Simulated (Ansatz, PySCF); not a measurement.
C2H6BO2 (SMILES CO[B]OC), doublet, at a GFN2-xTB geometry. Base run: B3LYP/STO-3G run with PySCF.

Input for PySCF:
```python
from pyscf import gto, scf, dft

mol = gto.Mole()
mol.atom = '''
    C     1.94644984    0.59799842    0.28473261
    O     1.31633345   -0.63390703   -0.07185778
    B     0.00332445   -0.81834504   -0.20905919
    O    -0.87585325    0.20696569   -0.01806442
    C    -2.27167056    0.13785852   -0.11124569
    H     1.20515373    1.38947060    0.39223415
    H     2.47657843    0.45150328    1.22710755
    H     2.65933104    0.85508520   -0.50002597
    H    -2.70255446   -0.03000945    0.88069122
    H    -2.63289766    1.09321993   -0.49828473
    H    -2.59475070   -0.66715519   -0.77797028
'''
mol.basis = 'sto-3g'
mol.spin = 1
mol.verbose = 4
mol.build()

mf = dft.UKS(mol)
mf.xc = 'b3lyp'
mf.kernel()
```

The same geometry, method and basis name were run in Ansatz (an electronic-structure program) and PySCF, at each program's defaults and at the settings that a row names. The base is PySCF at its defaults. Differences at the defaults can come from grids, fitting, cores and function types together.

```
code and settings                                                               ΔE vs base (µEh)  basis functions      E (Eh)  SCF cycles  dipole (D)
------------------------------------------------------------------------------  ----------------  ---------------  ----------  ----------  ----------
PySCF, defaults (exact integrals, its default grid, spherical functions)                     0.0               31  -251.76772          11        1.33
Ansatz, defaults (factorised integrals, its default grid, spherical functions)              -3.1               31  -251.76772           -           -
PySCF, density fitting with def2-universal-jkfit                                           -1466               31  -251.76919          11        1.33
PySCF, fine grid                                                                            -4.1               31  -251.76773          11        1.33
Ansatz, high accuracy                                                                       -4.0               31  -251.76773           -           -
```

Open shells are given as the SCF converged; they aren't shown to be the lowest states, and a large step between rows can be another state.
